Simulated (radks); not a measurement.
The nuclear charge of the oxygen ion O2+ is varied continuously with 6 electrons held in [He] 2s2 2p2. Method: non-relativistic Kohn-Sham, r2SCAN, spin-polarised, spherical densities, point nucleus; open shells are filled with parallel spins first; meta-GGA in the generalised Kohn-Sham scheme; computed with a radial shooting solver on a logarithmic mesh with Libxc functionals. By the Hellmann-Feynman theorem dE/dZ = E(electron-nucleus)/Z, the electronic potential at the nucleus.

| Z | E (hartree) | E(electron-nucleus)/Z (hartree) | HOMO | e(HOMO) (eV) | <r> HOMO (bohr) |
|---|---|---|---|---|---|
| 7 | -54.01530 | -17.7048 | 2p | -22.526 | 1.246 |
| 7.5 | -63.24390 | -19.2093 | 2p | -33.270 | 1.100 |
| 8 | -73.22442 | -20.7126 | 2p | -45.763 | 0.9857 |
| 8.5 | -83.95638 | -22.2151 | 2p | -59.991 | 0.8938 |
| 9 | -95.43947 | -23.7171 | 2p | -75.945 | 0.8181 |

The central difference of E at Z = 8 is -20.712 hartree, to compare with the third column; the second derivative is -3.01 hartree.
